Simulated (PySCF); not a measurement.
## Adding and removing an electron: PbF

UHF-MP2; Pb def2-SVP with ECP60, F def2-SVP; scalar-relativistic core potentials (PySCF 2.14). Neutral (UHF): doublet (π ↑), Re = 2.062 Å, ωe = 559 cm⁻¹, De = 4.16 eV.

PbF⁺ (RHF): singlet (closed shell), Re = 2.000 Å, ωe = 645 cm⁻¹. The energies at the minima are -291.46393 hartree for PbF and -291.22342 for PbF⁺.

**Question.** Work out the adiabatic ionisation energy, without and with harmonic zero-point energies (1 hartree = 27.2114 eV, 1 eV = 8065.5 cm⁻¹), and the change of the bond length.

**Answer.** At MP2: 0.24051 hartree = 6.545 eV between the minima; the zero-point term (645.0 − 559.0)/2 cm⁻¹ = +0.005 eV makes it 6.550 eV. Re changes by -6.2 pm against the neutral. The electron leaves a π orbital, and the shorter bond of the ion fits an antibonding orbital, or a change in how ionic the bond is.

Correlated steps freeze 5 core orbitals. Correlated levels converge slowly with the basis: in double zeta they bind strong bonds too weakly, by up to about 1 eV, and carry superposition errors of some tenths. These are scalar-relativistic numbers at best; spin–orbit coupling would shift them, the dissociation energy most. States were picked by a PBE0 search and need not be the measured ground states.

Neutral and ion stand on different kinds of reference determinant, which adds to the error of the difference.
